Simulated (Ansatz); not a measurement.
One change: `[F][Zn][Br]` becomes `[F][ZnH]`.

Ansatz, PBE0-D4/def2-TZVP geometries, multiplicity 1. 

Scalar relativity is left out up to krypton.

| property | `[F][Zn][Br]` |
| --- | --- |
| HOMO–LUMO gap (PBE/def2-TZVPP) / eV | 4.80 |
| ideal-gas entropy at 298 K and 1 bar (rigid rotor, harmonic PBE0-D4/def2-TZVP) / J/(mol·K) | 282 |
| size of the dipole moment (B3LYP/def2-TZVPP) / D | 1.01 |
| LUMO energy (ωB97M-V/def2-TZVPP) / eV | -0.07 |
| zero-point energy (PBE0-D4/def2-TZVP) / kJ/mol | 7.4 |
| size of the dipole moment (PBE/def2-TZVPP) / D | 0.96 |

Task: Give the same properties after the change, and the shifts. (Estimate.)

Result: Ansatz gave: 
| property | `[F][ZnH]` | shift |
| --- | --- | --- |
| HOMO–LUMO gap (PBE/def2-TZVPP) / eV | 6.81 | 2.01 |
| ideal-gas entropy at 298 K and 1 bar (rigid rotor, harmonic PBE0-D4/def2-TZVP) / J/(mol·K) | 233 | -49 |
| size of the dipole moment (B3LYP/def2-TZVPP) / D | 2.16 | 1.15 |
| LUMO energy (ωB97M-V/def2-TZVPP) / eV | 0.87 | 0.94 |
| zero-point energy (PBE0-D4/def2-TZVP) / kJ/mol | 21.7 | 14.3 |
| size of the dipole moment (PBE/def2-TZVPP) / D | 2.02 | 1.06 |

With PBE0 the HOMO falls by 0.79 eV and the LUMO rises by 1.36 eV, so the gap widens by about 2.15 eV. PBE moves the HOMO by -0.64 eV and ωB97M-V by -0.86 eV. Dipoles are sizes alone; their direction can turn.

B3LYP here is the variant with VWN-RPA as its local correlation; programs differ in this.

Spin–orbit coupling is left out; it splits and shifts lone-pair levels of the heavy atoms by tenths of an eV.
